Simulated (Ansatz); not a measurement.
Two members of one family (BAs nanocrystals, H-capped), computed with Ansatz in the gas phase. The two geometries come from different levels. A dash marks a value that wasn't run or was left out as unsound. The structures are stationary points that may keep the symmetry of their start. Remarks come from the PBE and PBE0 runs and from stability tests at other levels; not every state was tested. HOMO above LUMO (over both spins in singlets and doublets, within one spin in higher multiplets; at PBE or PBE0), or a gap under 0.15 eV within one spin, warns that the state may not be the lowest or that an electron is smeared out.

First: B4As5H16⁺, cut from zinc blende, disc (singlet, charge 1, r2SCAN-D4/def2-SVP geometry).

```xyz
25

B     0.519    0.539   -1.823
B     2.120   -0.042    1.300
B    -1.585    1.753    0.774
B    -0.887   -1.714    0.400
As   -0.795    1.963   -1.111
As    2.238    0.494   -0.679
As   -0.401   -1.288   -1.560
As    0.885   -1.675    1.459
As   -2.148   -0.205    1.029
H     0.779    0.733   -2.986
H     1.546    0.868    1.859
H     3.221   -0.315    1.718
H    -2.544    2.477    0.902
H    -0.667    1.941    1.543
H    -1.423   -2.793    0.492
H    -0.122    3.302   -1.231
H    -1.856    2.096   -2.173
H     2.896    1.841   -0.799
H     3.213   -0.353   -1.454
H     0.447   -2.388   -2.138
H    -1.624   -1.387   -2.433
H     1.583   -2.966    1.122
H     0.553   -1.917    2.906
H    -3.483   -0.512    0.404
H    -2.465   -0.455    2.478
```

| level | HOMO (eV) | LUMO (eV) | gap (eV) | vertical EA (eV) | vertical triplet (eV) |
| --- | --- | --- | --- | --- | --- |
| PBE-D4/def2-SVP | -10.51 | -5.25 | 5.26 | 3.38 | 5.37 |
| PBE-D4/def2-TZVP | -10.54 | -5.30 | 5.25 | – | – |
| r2SCAN-D4/def2-TZVP | -10.79 | -5.11 | 5.69 | – | – |
| PBE0-D4/def2-SVP | -11.68 | -4.47 | 7.21 | 3.19 | 6.02 |
| PBE0-D4/def2-TZVP | -11.67 | -4.49 | 7.18 | – | – |

Remarks: gap within one spin near zero at PBE or PBE0 (neutral doublet), gap within one spin near zero at PBE or PBE0 (triplet).

Second: B4As5H16⁺, cut from zinc blende (singlet, charge 1, PBE-D4/def2-SVP geometry).

```xyz
25

As   -1.667    1.685   -0.325
As   -0.109    0.318    2.368
As   -1.316   -1.596   -0.049
As    0.404    0.041   -2.358
As    1.962   -1.327    0.335
B    -1.679    0.125    1.035
B    -0.071    1.894   -1.604
B     1.823    0.229    1.671
B     0.474   -1.585   -1.080
H    -1.869    2.970    0.458
H    -2.998    1.601   -1.053
H    -0.320    1.612    3.133
H    -0.385   -0.694    3.469
H    -2.470   -1.873   -0.998
H    -1.396   -2.814    0.855
H    -0.504   -0.380   -3.502
H     1.736    0.106   -3.082
H     2.112   -2.678    1.018
H     3.284   -1.252   -0.406
H    -2.743    0.062    1.618
H    -0.362    2.650   -2.512
H     0.875    2.228   -0.911
H     2.592    0.052    2.598
H     1.994    1.247    1.021
H     0.632   -2.621   -1.698
```

Question: Estimate how these quantities change from the first to the second (second minus first).

Answer: 
```
              level  Δ HOMO (eV)  Δ LUMO (eV)  Δ gap (eV)  Δ vertical EA (eV)  Δ vertical triplet (eV)
    PBE-D4/def2-SVP         0.00        -0.06       -0.06                0.06                    -0.06
   PBE-D4/def2-TZVP         0.00        -0.06       -0.06                   –                        –
r2SCAN-D4/def2-TZVP         0.00        -0.06       -0.06                   –                        –
   PBE0-D4/def2-SVP         0.00        -0.06       -0.06                0.06                    -0.06
  PBE0-D4/def2-TZVP         0.00        -0.06       -0.06                   –                        –
```

Remarks: gap within one spin near zero at PBE or PBE0 (neutral doublet), gap within one spin near zero at PBE or PBE0 (triplet).
